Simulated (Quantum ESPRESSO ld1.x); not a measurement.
Problem. Tl+, 80 electrons, occupied as [Hg] (the NIST ground configuration). All-electron calculation, Dirac Kohn-Sham, LDA (Slater exchange, VWN5 correlation), spin-unpolarised, spherical densities, point nucleus; speed of light set to 685.18 atomic units (5 times the physical value, a model run). Program: ld1.x of Quantum ESPRESSO 7.5. Some entries of the table are withheld. Estimate them.

orbital  occ.  eigenvalue (eV)  <1/r> (bohr^-1)
1s1/2       2         -77228.4            80.97
2s1/2       2         -13004.7            19.11
2p1/2       2         -12519.3              (1)
2p3/2       4         -12453.9              (2)
3s1/2       2         -3087.42            7.408
3p1/2       2         -2856.81              (3)
3p3/2       4         -2842.51              (4)
3d3/2       4         -2412.44            7.267
3d5/2       6         -2408.60            7.256
4s1/2       2         -677.675            3.252
4p1/2       2         -577.109            3.167
4p3/2       4         -573.688            3.154
4d3/2       4         -388.659            2.977
4d5/2       6         -387.848            2.974
4f5/2       6         -138.238              (5)
4f7/2       8         -138.042              (6)
5s1/2       2         -111.779            1.377
5p1/2       2              (7)            1.266
5p3/2       4              (8)            1.261
5d3/2       4         -25.4933           0.9693
5d5/2       6         -25.4024           0.9678
6s1/2       2         -14.2931           0.4724

Solution. 
(1) 2p1/2 <1/r> (bohr^-1): 19.15
(2) 2p3/2 <1/r> (bohr^-1): 19.02
(3) 3p1/2 <1/r> (bohr^-1): 7.366
(4) 3p3/2 <1/r> (bohr^-1): 7.331
(5) 4f5/2 <1/r> (bohr^-1): 2.650
(6) 4f7/2 <1/r> (bohr^-1): 2.649
(7) 5p1/2 eigenvalue (eV): -78.5626
(8) 5p3/2 eigenvalue (eV): -77.9431
